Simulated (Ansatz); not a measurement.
Ansatz (a program for electronic structure) input file for C3H6F2Si, SMILES [C@@H]1(C[C@H]1[SiH2]F)F, PBE-D3(BJ)/def2-SVP. 

Ansatz 0.2 input:
```yaml
crystal:
  periodic: [false, false, false]
  atoms:
    - {symbol: F, position_ang: [2.19491741, -0.71628843, -1.02699755]}
    - {symbol: Si, position_ang: [1.23514462, -0.02455666, 0.09369669]}
    - {symbol: C, position_ang: [-0.49739111, -0.64943249, -0.16604719]}
    - {symbol: C, position_ang: [-1.50873977, 0.20242102, -0.92296855]}
    - {symbol: C, position_ang: [-1.62771119, 0.02245893, 0.53985121]}
    - {symbol: F, position_ang: [-1.31981870, 1.08184524, 1.33991118]}
    - {symbol: H, position_ang: [1.76286223, -0.42722691, 1.42616460]}
    - {symbol: H, position_ang: [1.30157911, 1.44915076, -0.09642057]}
    - {symbol: H, position_ang: [-0.58231974, -1.73646940, -0.28114538]}
    - {symbol: H, position_ang: [-2.23121566, -0.29346216, -1.57637497]}
    - {symbol: H, position_ang: [-1.17580334, 1.18585229, -1.26872482]}
    - {symbol: H, position_ang: [-2.43996320, -0.57674724, 0.96351187]}
basis:
  gaussian:
    orbitals: def2-SVP
hamiltonian:
  xc: pbe
  dispersion: d3bj
relax: {f_tol: 0.002, max_steps: 200}
```

Log of the run:

```
WARN ansatz: RAYON_NUM_THREADS=2 ignored (pool sized by the plan → 2); use --threads N
Functional definition: PBE
integrals: 0.06 GiB planned
1314 factors; their error is unknown
mean field: 0.36 GiB planned
mean field evaluation 1: about -16489.5798 eV, gradient 6.1e1 eV
mean field evaluation 2: about -16475.7338 eV, gradient 9.8e1 eV
mean field evaluation 4: about -16498.0998 eV, gradient 6.5e0 eV
mean field evaluation 8: about -16498.1633 eV, gradient 1.0e-1 eV
mean field evaluation 16: about -16498.0648 eV, gradient 3.6e-3 eV
mean field -16498.06484658 eV, -606.2927003218 hartree, gradient 3.3e-5 eV, S^2 0.000000; 0 other end points of the search recorded, 0 dependent functions left out
the calculation of the forces begins
reference -16498.06488123 eV, -606.2927015952 hartree; 28, 28 occupied and 90, 90 virtual orbitals, 1314 factors
relax step   1: F+E_penalty+E_count = -16498.31410884 eV  Δ(F+E_penalty+E_count) = +0.000e0 eV  max|allowed force component| = 4.937e-1 eV/Å  Δτ_max = 0.0000 Å  (29 SCF iters, accepted)
these checks for a lower state are left out or cut short: starts, cluster_reference, orbital_swaps, neighbouring_geometries, increment
integrals: 0.06 GiB planned
1314 factors; their error is unknown
mean field: 0.36 GiB planned
mean field -16498.08566857 eV, -606.2934655159 hartree, gradient 9.4e-6 eV, S^2 0.000000; 0 other end points of the search recorded, 0 dependent functions left out
the calculation of the forces begins
reference -16498.08570327 eV, -606.2934667911 hartree; 28, 28 occupied and 90, 90 virtual orbitals, 1314 factors
relax step   2: F+E_penalty+E_count = -16498.33390024 eV  Δ(F+E_penalty+E_count) = -1.979e-2 eV  max|allowed force component| = 1.977e-1 eV/Å  Δτ_max = 0.0157 Å  (31 SCF iters, accepted)
these checks for a lower state are left out or cut short: starts, cluster_reference, orbital_swaps, neighbouring_geometries, increment
integrals: 0.06 GiB planned
1314 factors; their error is unknown
mean field: 0.36 GiB planned
mean field evaluation 32: about -16498.0899 eV, gradient 3.1e-3 eV
mean field -16498.08994153 eV, -606.2936225442 hartree, gradient 9.6e-6 eV, S^2 0.000000; 0 other end points of the search recorded, 0 dependent functions left out
the calculation of the forces begins
reference -16498.08997626 eV, -606.2936238204 hartree; 28, 28 occupied and 90, 90 virtual orbitals, 1314 factors
relax step   3: F+E_penalty+E_count = -16498.33758112 eV  Δ(F+E_penalty+E_count) = -3.681e-3 eV  max|allowed force component| = 4.305e-2 eV/Å  Δτ_max = 0.0107 Å  (33 SCF iters, accepted)
these checks for a lower state are left out or cut short: starts, cluster_reference, orbital_swaps, neighbouring_geometries, increment
integrals: 0.06 GiB planned
1314 factors; their error is unknown
mean field: 0.36 GiB planned
mean field -16498.08998315 eV, -606.2936240737 hartree, gradient 9.6e-6 eV, S^2 0.000000; 0 other end points of the search recorded, 0 dependent functions left out
the calculation of the forces begins
reference -16498.09001787 eV, -606.2936253498 hartree; 28, 28 occupied and 90, 90 virtual orbitals, 1314 factors
relax step   4: F+E_penalty+E_count = -16498.33765450 eV  Δ(F+E_penalty+E_count) = -7.338e-5 eV  max|allowed force component| = 1.004e-2 eV/Å  Δτ_max = 0.0024 Å  (32 SCF iters, accepted)
these checks for a lower state are left out or cut short: starts, cluster_reference, orbital_swaps, neighbouring_geometries, increment
integrals: 0.06 GiB planned
1314 factors; their error is unknown
mean field: 0.36 GiB planned
mean field -16498.08995676 eV, -606.2936231039 hartree, gradient 9.6e-6 eV, S^2 0.000000; 0 other end points of the search recorded, 0 dependent functions left out
the calculation of the forces begins
reference -16498.08999148 eV, -606.2936243800 hartree; 28, 28 occupied and 90, 90 virtual orbitals, 1314 factors
relax step   5: F+E_penalty+E_count = -16498.33767146 eV  Δ(F+E_penalty+E_count) = -1.696e-5 eV  max|allowed force component| = 4.646e-3 eV/Å  Δτ_max = 0.0022 Å  (33 SCF iters, accepted)
these checks for a lower state are left out or cut short: starts, cluster_reference, orbital_swaps, neighbouring_geometries, increment
integrals: 0.06 GiB planned
1314 factors; their error is unknown
mean field: 0.36 GiB planned
mean field -16498.08992073 eV, -606.2936217799 hartree, gradient 9.6e-6 eV, S^2 0.000000; 0 other end points of the search recorded, 0 dependent functions left out
the calculation of the forces begins
reference -16498.08995546 eV, -606.2936230560 hartree; 28, 28 occupied and 90, 90 virtual orbitals, 1314 factors
relax step   6: F+E_penalty+E_count = -16498.33768179 eV  Δ(F+E_penalty+E_count) = -1.033e-5 eV  max|allowed force component| = 6.861e-3 eV/Å  Δτ_max = 0.0035 Å  (33 SCF iters, accepted)
these checks for a lower state are left out or cut short: starts, cluster_reference, orbital_swaps, neighbouring_geometries, increment
integrals: 0.06 GiB planned
1314 factors; their error is unknown
mean field: 0.36 GiB planned
mean field -16498.08990950 eV, -606.2936213673 hartree, gradient 9.6e-6 eV, S^2 0.000000; 0 other end points of the search recorded, 0 dependent functions left out
the calculation of the forces begins
reference -16498.08994424 eV, -606.2936226437 hartree; 28, 28 occupied and 90, 90 virtual orbitals, 1314 factors
relax step   7: F+E_penalty+E_count = -16498.33768856 eV  Δ(F+E_penalty+E_count) = -6.762e-6 eV  max|allowed force component| = 4.116e-3 eV/Å  Δτ_max = 0.0042 Å  (33 SCF iters, accepted)
these checks for a lower state are left out or cut short: starts, cluster_reference, orbital_swaps, neighbouring_geometries, increment
integrals: 0.06 GiB planned
1314 factors; their error is unknown
mean field: 0.36 GiB planned
mean field evaluation 64: about -16498.1933 eV, gradient 2.7e-4 eV
mean field -16498.08991973 eV, -606.2936217430 hartree, gradient 9.6e-6 eV, S^2 0.000000; 0 other end points of the search recorded, 0 dependent functions left out
the calculation of the forces begins
reference -16498.08995446 eV, -606.2936230194 hartree; 28, 28 occupied and 90, 90 virtual orbitals, 1314 factors
relax step   8: F+E_penalty+E_count = -16498.33769288 eV  Δ(F+E_penalty+E_count) = -4.320e-6 eV  max|allowed force component| = 1.982e-3 eV/Å  Δτ_max = 0.0028 Å  (33 SCF iters, accepted)
these checks for a lower state are left out or cut short: starts, cluster_reference, orbital_swaps, neighbouring_geometries, increment
integrals: 0.06 GiB planned
1314 factors; their error is unknown
mean field: 0.36 GiB planned
mean field -16498.08993435 eV, -606.2936222805 hartree, gradient 9.6e-6 eV, S^2 0.000000; 0 other end points of the search recorded, 0 dependent functions left out
the calculation of the forces begins
reference -16498.08996909 eV, -606.2936235570 hartree; 28, 28 occupied and 90, 90 virtual orbitals, 1314 factors
relax step   9: F+E_penalty+E_count = -16498.33769423 eV  Δ(F+E_penalty+E_count) = -1.353e-6 eV  max|allowed force component| = 1.555e-3 eV/Å  Δτ_max = 0.0025 Å  (33 SCF iters, accepted)
integrals: 0.06 GiB planned
1314 factors; their error is unknown
mean field: 0.36 GiB planned
mean field evaluation 96: about -16498.0899 eV, gradient 3.8e-3 eV
mean field -16498.08993435 eV, -606.2936222805 hartree, gradient 9.6e-6 eV, S^2 0.000000; 1 other end points of the search recorded, 0 dependent functions left out
the calculation of the forces begins
reference -16498.08996909 eV, -606.2936235570 hartree; 28, 28 occupied and 90, 90 virtual orbitals, 1314 factors
Total energy: -16498.33772896 eV, -606.3027285644 hartree
Atom 0 at     2.224553    -0.729990    -1.024423 Å, force     0.000394    -0.000431    -0.000527 eV/Å
Atom 1 at     1.244185    -0.025324     0.091771 Å, force    -0.001078     0.001555     0.001531 eV/Å
Atom 2 at    -0.496799    -0.655802    -0.173742 Å, force     0.000472    -0.000289    -0.000484 eV/Å
Atom 3 at    -1.517832     0.206656    -0.929262 Å, force    -0.000079    -0.000330     0.000051 eV/Å
Atom 4 at    -1.632033     0.020293     0.544991 Å, force     0.000283    -0.000240     0.000047 eV/Å
Atom 5 at    -1.316379     1.086050     1.361234 Å, force    -0.000433     0.000442     0.000047 eV/Å
Atom 6 at     1.762514    -0.418178     1.443970 Å, force    -0.000067    -0.000561    -0.000432 eV/Å
Atom 7 at     1.305930     1.458875    -0.110698 Å, force     0.000162    -0.000195    -0.000496 eV/Å
Atom 8 at    -0.581130    -1.750848    -0.290419 Å, force    -0.000179     0.000046    -0.000251 eV/Å
Atom 9 at    -2.250625    -0.287678    -1.586181 Å, force    -0.000010     0.000057     0.000179 eV/Å
Atom 10 at    -1.180076     1.197102    -1.275971 Å, force     0.000396    -0.000187     0.000289 eV/Å
Atom 11 at    -2.450769    -0.583609     0.973184 Å, force     0.000138     0.000135     0.000046 eV/Å
Dipole moment:    -0.383196    -0.150886    -0.037481 e Å
```

Self-consistency was reached.
